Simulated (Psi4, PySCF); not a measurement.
C$_{4}$H$_{8}$AlCl (SMILES C=[CH][Al]([Cl])[CH2]C), singlet, geometry from GFN2-xTB (such geometries of metal compounds can be far from the true shape), atoms displaced at random by about 0.03 Å a coordinate. Base run: R2SCAN/STO-3G, gradient in PySCF.

PySCF was given this input:
```python
from pyscf import gto, scf, dft

mol = gto.M(
    atom='''
Al   -0.05706237    0.09716795    0.31663875
Cl   -0.68657945    0.68917101    2.16236882
C     1.85316373    0.45108733   -0.27765145
C     2.23705843   -0.04090819   -1.64175931
H     2.45755028    0.03246334    0.48236479
H     2.01454457    1.53156824   -0.17072701
H     1.62689290    0.40695021   -2.45847542
H     2.10939850   -1.05522620   -1.71747828
H     3.26405847    0.20388187   -1.81589138
C    -1.53003243   -0.82553682   -0.80846252
C    -1.41511499   -1.32742356   -2.05154816
H    -2.46530846   -0.92127164   -0.34465523
H    -2.17930178   -1.80940536   -2.56019414
H    -0.41377125   -1.20011806   -2.54806150
''',
    basis='sto-3g',
    verbose=4,
)

mf = dft.RKS(mol)
mf.xc = 'r2scan'
mf.kernel()
g = mf.nuc_grad_method()
grad = g.kernel()
```

Programs used: Psi4, PySCF; a row that names a program was run with it.

The coordinate followed is z of atom 5.

Each row names what was changed in the base input (with any setting that the change needs).

```
change                                                  dE/dx (Eh/bohr)  net force (Eh/bohr)
------------------------------------------------------  ---------------  -------------------
base                                                          -0.021872             0.003141
density fitting = on                                          -0.021878             0.003141
grids.level = 0; grid_response = off                          -0.023484             0.007015
grids.level = 5; grid_response = on                           -0.021888             0.000000
conv_tol = 1e-6                                               -0.021871             0.003141
code = psi4                                                   -0.021907             0.002817
finite difference step (bohr) = 1e-5; conv_tol = 1e-11        -0.021867                    -
finite difference step (bohr) = 1e-4; conv_tol = 1e-11        -0.021866                    -
conv_tol = 1e-11                                              -0.021871             0.003141
grid_response = on                                            -0.021867             0.000000
grids.level = 0; grid_response = on                           -0.024267             0.000000
finite difference step (bohr) = 1e-3; conv_tol = 1e-11        -0.021866                    -
```

The net force is zero for an exact gradient.
